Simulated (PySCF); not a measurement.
UHF on Ne²⁺ (neon, charge +2)

Configuration: [He] 2s2 2p4, high-spin 3P determinant. All numbers are calculated (PySCF 2.14, the spin-free X2C one-electron Hamiltonian (Gaussian nucleus), in jorge-DZP-DKH).

| Item | Value |
| --- | --- |
| Total energy | -126.484877 hartree |
| One-electron energy | -166.5901 hartree |
| Hartree (Coulomb) energy | 51.2245 hartree |
| Exchange energy | -11.1192 hartree |
| ⟨S²⟩ | 2.0028 |
| ⟨L²⟩ | 2.004 |
| Sum of ⟨r⟩ | 5.210 bohr |
| Sum of ⟨r²⟩ | 5.010 bohr² |
| Traceless quadrupole moment −½Σ⟨3z² − r²⟩ along its main axis | -0.357 e·bohr² |
| Langevin diamagnetic susceptibility | -3.97 ×10⁻⁶ cm³/mol |
| Time after the integrals | 0.03 s of wall time on 1 thread of Intel(R) Xeon(R) 6975P-C (shared host) |

```
shell  electrons  mean orbital energy (hartree)  spread (hartree)  rms radius, mean of both spins (bohr)
 1s α          1                      -34.77878                 0                                  0.182
 1s β          1                      -34.64651                 0                                  0.182
 2s α          1                       -3.65749                 0                                  0.916
 2s β          1                       -3.18686                 0                                  0.916
 2p α          3                       -2.58268           0.14062                                  0.903
 2p β          1                       -2.36196                 0                                  0.903
```
